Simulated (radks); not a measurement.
All-electron atom: Sr22+ in [Ne] 3s2 3p4. All-electron calculation, Dirac Kohn-Sham, LDA (Slater exchange, Perdew-Wang correlation), spin-unpolarised, spherical densities, point nucleus; open shells fill j = l - 1/2 first. Program: a radial shooting solver on a logarithmic mesh with Libxc functionals.

Normalised radial functions P(r) = r R(r) (large component), r in bohr:

| r | 3p3/2 |
|---|---|
| 0.002562 | 0.0050 |
| 0.002865 | 0.0063 |
| 0.003179 | 0.0076 |
| 0.003556 | 0.0095 |
| 0.003977 | 0.0117 |
| 0.004449 | 0.0145 |
| 0.004976 | 0.0179 |
| 0.005566 | 0.0221 |
| 0.006176 | 0.0269 |
| 0.006908 | 0.0331 |
| 0.007726 | 0.0407 |
| 0.008642 | 0.0499 |
| 0.009666 | 0.0611 |
| 0.01073 | 0.0736 |
| 0.012 | 0.0896 |
| 0.01342 | 0.1089 |
| 0.01501 | 0.1319 |
| 0.01679 | 0.1592 |
| 0.01863 | 0.1888 |
| 0.02083 | 0.2259 |
| 0.0233 | 0.2690 |
| 0.02607 | 0.3185 |
| 0.02916 | 0.3746 |
| 0.03235 | 0.4328 |
| 0.03618 | 0.5016 |
| 0.04047 | 0.5760 |
| 0.04527 | 0.6545 |
| 0.05063 | 0.7348 |
| 0.05664 | 0.8136 |
| 0.06284 | 0.8815 |
| 0.07029 | 0.9439 |
| 0.07862 | 0.9883 |
| 0.08794 | 1.0072 |
| 0.09836 | 0.9922 |
| 0.1091 | 0.9407 |
| 0.1221 | 0.8379 |
| 0.1365 | 0.6808 |
| 0.1527 | 0.4675 |
| 0.1708 | 0.2010 |
| 0.1895 | -0.0866 |
| 0.212 | -0.4249 |
| 0.2371 | -0.7717 |
| 0.2652 | -1.1002 |
| 0.2967 | -1.3812 |
| 0.3292 | -1.5753 |
| 0.3682 | -1.6915 |
| 0.4118 | -1.7003 |
| 0.4606 | -1.6036 |
| 0.5152 | -1.4182 |
| 0.5763 | -1.1729 |
| 0.6395 | -0.9225 |
| 0.7153 | -0.6614 |
| 0.8 | -0.4363 |
| 0.8948 | -0.2625 |
| 1.001 | -0.1428 |
| 1.111 | -0.0734 |
| 1.242 | -0.0318 |
| 1.389 | -0.0120 |

3p3/2: eigenvalue -1013.2 eV, 1 radial node at r = 0.184 bohr, <r> = 0.424 bohr, 90 % of the charge inside 0.628 bohr.
